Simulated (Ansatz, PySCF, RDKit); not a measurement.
Dimer: CH6OSi (SMILES CO[SiH3]) (first 9 atoms) with CH4 (SMILES C); geometry from B3LYP-D3(BJ)/def2-TZVP, rigid monomers moved along the line of their centres of mass till O2···H11 is 3.75 Å.
(charge 0, multiplicity 1):
| atom | x (Å) | y (Å) | z (Å) |
|---|---|---|---|
| C | -1.6050 | -0.4673 | 0.3216 |
| O | -0.5492 | 0.4651 | 0.1508 |
| Si | 0.9489 | 0.0400 | -0.3829 |
| H | -2.4791 | 0.0743 | 0.6816 |
| H | -1.8598 | -0.9563 | -0.6241 |
| H | -1.3413 | -1.2340 | 1.0566 |
| H | 1.5554 | -0.9886 | 0.5000 |
| H | 1.7615 | 1.2719 | -0.3719 |
| H | 0.8809 | -0.5210 | -1.7568 |
| C | 0.0636 | 0.0510 | 4.6995 |
| H | -0.1580 | 0.7222 | 3.8717 |
| H | -0.8620 | -0.3843 | 5.0749 |
| H | 0.7233 | -0.7437 | 4.3526 |
| H | 0.5533 | 0.6032 | 5.5006 |

Monomers are frozen at their geometry in the pair; levels with a basis set take the counterpoise correction. Rows marked so take none.

Correlated levels freeze the cores. Rows in 6-311+G**, 6-31G* carry no dispersion term and start afresh at each structure (6-31G* with six Cartesian d functions).

Run with Ansatz (Gaussian basis) for Hartree–Fock, density functionals and correlated methods; PySCF for 6-311+G** rows, 6-31G* rows, the dispersion terms; RDKit for the force fields. Each number belongs to the level named beside it.

| level | interaction energy (kJ/mol) |
|---|---|
| MMFF94 | -1.6 |
| HF/6-31G* (no counterpoise) | -0.6 |
| PBE-D3(BJ)/def2-TZVPPD | -2.7 |
| PBE-D4/def2-TZVPPD | -2.7 |
| r2SCAN-D4/def2-TZVPPD | -2.0 |
| B3LYP/6-311+G** (no counterpoise) | ___ |
| PBE0/def2-TZVPPD | -0.8 |
| PBE0-D4/def2-TZVPPD | -2.6 |
| CCSD/aug-cc-pV(D+d)Z | -1.7 |

**Question.** What belongs in the gaps?

**Answer.** 
- B3LYP/6-311+G** (no counterpoise), interaction energy (kJ/mol): 0.1

Ansatz is an electronic-structure program.
